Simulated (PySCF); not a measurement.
## Correlation energy of Ir⁺ (iridium, charge +1)

[Xe] 4f14 5d6 6s1 6p1, one real determinant (an excited configuration). Calculation: PySCF 2.14, in aug-cc-pVTZ-PP with ECP60MDF; a scalar-relativistic core potential. Frozen: 5s2 5p6; 8 electrons correlated.

```
  level  correlation energy (mhartree)
   CCSD                        -146.80
    (T)                          -4.90
CCSD(T)                        -151.70
```

Diagnostics: T1 = 0.0072, D1 = 0.0237, largest double amplitude 0.088.

Q: Is a single reference adequate?

A: Mostly. T1 lies below 0.03, but a double amplitude of this size points to a near-degeneracy that CCSD handles and MP2 describes poorly.

The reference is one real determinant that mixes LS terms of this configuration.
